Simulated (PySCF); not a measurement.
How methods differ on the ionisation energy of Ba⁴⁷⁺

Ba⁴⁷⁺ [He] 2s2 2p5 (2P) → Ba⁴⁸⁺ [He] 2s2 2p4 (3P), as a difference of total energies. Computed with PySCF 2.14 in an uncontracted even-tempered set (17 s from 23 bohr⁻², ratio 2.2; 11 p from 29 bohr⁻², ratio 2.2; 6 d from 120 bohr⁻², ratio 2.4; 5 f from 180 bohr⁻², ratio 2.4; 4 g from 270 bohr⁻², ratio 2.4), with no relativity, point nucleus. Correlated levels: nothing frozen; virtual orbitals above 40 to 60 times the deepest correlated orbital energy dropped. The calculations carry no spin-orbit coupling.

```
                 method  ionisation energy (eV)
                    UHF                  8518.4
                    LDA                  8514.9
                    PBE                  8517.8
                   PBE0                  8518.4
                 r2SCAN                  8521.6
                 PBEsol                  8515.5
                   TPSS                  8517.5
    MP2 (all electrons)                  8520.0
SCS-MP2 (all electrons)                  8520.0
```

Spin-orbit coupling is strong in these open shells (close to jj coupling). The scalar numbers leave it out and a first-order estimate fails, so it can dominate the gap to the real levels.

The gap to the reference is mostly relativistic.

For comparison: 8565 ± 4 eV (theoretical estimate listed by NIST; NIST Atomic Spectra Database, ionization energies).
